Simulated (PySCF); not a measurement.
**Excitation energy of Ne⁺ by level of theory**

Ne⁺ [He] 2s2 2p5 (2P) → Ne⁺ [He] 2s1 2p5 3d1 (high-spin determinant), as a difference of total energies. All numbers are calculated (PySCF 2.14, the non-relativistic Hamiltonian (point nucleus), in aug-cc-pVQZ (6s5p4d3f2g, 80 functions)). Correlated levels: valence: 1s2 frozen. The calculations carry no spin-orbit coupling.

```csv
method,excitation energy (eV)
UHF,65.679
MP2 (valence),65.961
SCS-MP2 (valence),65.950
CCSD (valence),65.675
CCSD(T) (valence),65.630
```

**Question.** How much does correlation contribute at CCSD(T) (valence)?

**Answer.** 65.630 − (65.679) = -0.049 eV, measured against UHF.

The upper state lies above the first ionisation limit, where it may autoionise and the basis confines it. A Rydberg-like electron needs more diffuse functions than a valence basis has.

The promoted electron is Rydberg-like, and one or two diffuse shells describe it only roughly, which tends to raise the upper state.

The determinant of the upper state mixes LS terms, which raises its energy above the lowest term, most at the Hartree-Fock and MP2 levels.
